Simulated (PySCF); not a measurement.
A structure optimised at PBE-D3(BJ)/def2-SVP, used in a PySCF frequency run:

```xyz
10

F      1.1665    -1.8516     0.0000
B     -0.0004    -1.2162     0.0000
F     -1.1133    -1.9483     0.0000
C     -0.0945     0.3329     0.0000
C     -1.0693     1.2912     0.0000
C      0.0452     2.3004     0.0000
O      1.0088     1.1953     0.0000
H     -2.1637     1.3149     0.0000
H      0.1641     2.9279     0.9093
H      0.1641     2.9279    -0.9093
```
Charge 0, spin multiplicity 1.

Question: Write its SMILES, formula and point group.

Answer: FB(F)C1=CCO1, C3H3BF2O, Cs

Question: What are its rotational constants (standard atomic weights)?

Answer: 5.8810, 1.8025, 1.3923 GHz
